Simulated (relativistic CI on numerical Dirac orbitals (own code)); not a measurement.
**Hyperfine structure of Pr⁴⁴⁺, mass number 141**

Computed by Dirac-Coulomb-Breit CI, separate exchange-only KLI orbitals for each configuration, a model potential for QED, unscaled Slater integrals (own radial code, finite nucleus).

Configurations in the expansion (outside the closed core [Ne]): 3s2 3p3, 3s 3p4, 3s2 3p2 3d, 3p5, 3s 3p3 3d, 3p4 3d, 3s 3p2 3d2, 3s2 3p 3d 4p, 3p4 4s, 3s 3p2 3d 4s, 3p4 4p, 3s2 3p2 4s, 3s2 3p 3d2, 3s2 3d3, 3s 3p 3d3, 3s2 3d2 4s, 3p3 3d2, 3p2 3d3, 3p2 3d2 4s, 3s2 3p 3d 4s, 3s 3p 3d2 4s, 3s2 3d 4s2, 3s 3p2 3d 4p, 3s 3p 3d2 4p, 3p2 3d2 4p, 3s 3p 3d 4s 4p. Double excitations out of closed p, d and f shells are left out; levels of such configurations are missing from the list, as are those of other unlisted configurations, and high levels can miss mixing partners.

Nuclear spin I = 5/2, μ = 4.266 μN, Q = -0.0589 b (tables of Stone and Pyykkö). The electronic factors are computed for point nuclear moments, without core polarisation or the Bohr-Weisskopf and QED corrections.

```tsv
Level	E (cm⁻¹)	A (GHz)	B (GHz)
3s2 3p3 2D°_5/2	970536	363.7	0.00809
3s2 3p3 2P°_1/2	1062723	1148	
3s 3p4 4P_5/2	1903157	698.7	-4.87
3s2 3p3 2P°_3/2	1968610	172.9	11.7
3s2 3p2 3d 4D_1/2	2283451	417.3
```

Levels with J = 0, under 50 % of one LS term, or S terms without an open s electron are left out. Small factors come from cancelling terms and can be off by tens of per cent or more.

At this charge energies of transitions that change n are usually good to better than 1 %, and those within a shell (Δn = 0) to a few per cent.

Problem. Give the hyperfine levels of 3s2 3p3 2P°_1/2 relative to its centre of gravity.

Solution. With K = F(F + 1) − I(I + 1) − J(J + 1), E = AK/2: F = 2: -2009, F = 3: 1435 GHz.

LS names give the leading component of a level, which can be under half, so a name can repeat, a term be missing and a line seem to break the LS rules.
